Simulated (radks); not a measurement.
Species: V18+. Configuration: [He] 2s2 2p1. Method: Dirac Kohn-Sham, PBE, spin-unpolarised, spherical densities, finite nucleus; open shells fill j = l - 1/2 first; Fermi nuclear charge, rms radius 3.6002 fm; computed with a radial shooting solver on a logarithmic mesh with Libxc functionals. Some entries of the table are withheld. Estimate them.

orbital  occ.  eigenvalue (eV)  <r> (bohr)
1s1/2       2              (1)     0.06606
2s1/2       2        -1363.235      0.2805
2p1/2       1        -1305.667      0.2403
2p3/2       0        -1296.336      0.2425
3s1/2       0        -562.7717      0.6607
3p1/2       0        -544.6673         (2)
3p3/2       0        -542.1420         (3)
3d3/2       0        -523.9366         (4)
3d5/2       0        -523.2721         (5)

Answer. 
(1) 1s1/2 eigenvalue (eV): -6338.491
(2) 3p1/2 <r> (bohr): 0.6288
(3) 3p3/2 <r> (bohr): 0.6319
(4) 3d3/2 <r> (bohr): 0.5439
(5) 3d5/2 <r> (bohr): 0.5449
